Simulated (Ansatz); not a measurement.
Compare A (`CC[Si]O`) with its isomer B (`C=C[SiH2]O`).

Program: Ansatz. Geometries: PBE0-D4/def2-TZVP. ΔE: electronic, gas phase. CCSD(T)/CBS adds triple-zeta CCSD(T) − MP2 to the extrapolated MP2 energy (def2 sets, frozen cores). DFT in def2-TZVPP. B3LYP here is the variant with VWN-RPA as its local correlation; programs differ in this. Each species was taken in one conformer, which may not be the lowest.

Question: Which isomer does CCSD(T)/CBS put lower? Give the gap. (Estimate.)

Answer: Ansatz gave: B, by 10.4 kcal/mol.

Question: Give E(B) − E(A) in kcal/mol with BLYP-D4, B3LYP, B3LYP-D4, r2SCAN-D4, CCSD(T)/def2-TZVPP, PBE0-D4, HF/def2-TZVPP. (Estimate.)

Answer: Ansatz gave: BLYP-D4 -8.7, B3LYP -10.2, B3LYP-D4 -9.8, r2SCAN-D4 -10.9, CCSD(T)/def2-TZVPP -10.0, PBE0-D4 -7.5, HF/def2-TZVPP -17.0. None reverses the order clearly.

Question: Does the order hold for the free energy at 298.15 K (harmonic terms from PBE0-D4)? (An estimate is asked.)

Answer: Ansatz gave: Yes: G(B) − G(A) = -13.6 kcal/mol, for one conformer each.

Largest T1 diagnostic: 0.013.

In def2-TZVPP, CCSD(T) changes the Hartree–Fock value by +7.1 kcal/mol (the triples alone add +0.2 kcal/mol) and MP2 by +6.1 kcal/mol. From BLYP to BHLYP (50 % exact exchange), in def2-TZVPP and without D4, E(B) − E(A) moves by −2.7 kcal/mol.
